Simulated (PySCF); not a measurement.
**TlC: energy against distance**

Set-up: basis Tl cc-pVDZ-PP with ECP60, C cc-pVDZ; scalar-relativistic core potentials; PySCF 2.14. Energies in eV from Tl + C in their ground configurations at the same level. State: ⁴Σ⁻ (quartet), unpaired electrons σ ↑, π ↑↑.

```tsv
R (Å)	UHF-SCS-MP2	r²SCAN	PBE0
1.976	-1.397	-2.237	-2.126
2.068	-1.762	-2.566	-2.450
2.160	-1.969	-2.748	-2.628
2.229	-2.047	-2.813	-2.690
2.298	-2.075	-2.831	-2.706
2.367	-2.063	-2.814	-2.687
2.459	-1.999	-2.750	-2.620
2.574	-1.868	-2.623	-2.490
2.712	-1.663	-2.432	-2.295
2.896	-1.354	-2.150	-2.006
```

Q: Put a parabola through the three lowest points of the UHF-SCS-MP2 curve and estimate Re, k and ωe (reduced mass 11.34 u; 1 eV/Å² = 0.16022 mdyn/Å; ωe = 1302.8·√(k/μ) cm⁻¹).

A: Through R = 2.229, 2.298, 2.367 Å the second-order coefficient is 4.20 eV/Å², so Re ≈ 2.312 Å, k ≈ 1.35 mdyn/Å and ωe ≈ 449 cm⁻¹. A polynomial fit of higher order to the unrounded UHF-SCS-MP2 energies gives Re = 2.309 Å, k = 1.28 mdyn/Å, ωe = 438 cm⁻¹; anharmonicity and rounding make the difference.

The higher-order fit for each curve: UHF-SCS-MP2: Re = 2.309 Å, ωe = 438 cm⁻¹, De = 2.08 eV; r²SCAN: Re = 2.296 Å, ωe = 425 cm⁻¹, De = 2.83 eV; PBE0: Re = 2.292 Å, ωe = 427 cm⁻¹, De = 2.71 eV.

Correlated steps freeze 5 core orbitals. Correlated levels converge slowly with the basis: in double zeta they bind strong bonds too weakly, by up to about 1 eV, and carry superposition errors of some tenths. Spin–orbit coupling is left out, which matters for elements this heavy, above all for dissociation energies. The state is the lowest determinant that a PBE0 search found; another state may lie lower at other levels.
